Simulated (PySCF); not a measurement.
**Core-level binding energies of GaH2(NH2)**

GaH2(NH2).
Cartesian coordinates in Å at the PBE0-D3(BJ)/def2-SVP level; atoms count from 1:
```
atom  x, y, z in Å
Ga1    0.4316    0.7450    0.0084
H2     1.9096    0.7055    0.5161
H3    -0.3453    2.0077   -0.4882
N4    -0.4752   -0.8228   -0.0039
H5    -1.4337   -0.9223   -0.3160
H6    -0.0870   -1.7130    0.2836
```

Theory: delta-SCF UKS SCAN, pcX-2 on the ionised atom, pcseg-1 elsewhere, spin-free X2C (PySCF). Vertical ΔSCF values, vacuum level as zero.

Question: Give the core binding energies atom by atom.

Answer: 
```csv
atom(s),environment,level,binding energy (eV),count
N4,nitrogen bonded to Ga and 2 H,N 1s,404.31,1
```

Question: Which photon wavelength matches the N 1s of N4 threshold?

Answer: λ = hc/E = 12398.42 eV Å / 404.31 eV = 30.666 Å.

No level of gallium is listed. Geometry: PBE0-D3(BJ)/def2-SVP; no solvent, vibrations or thermal averaging.
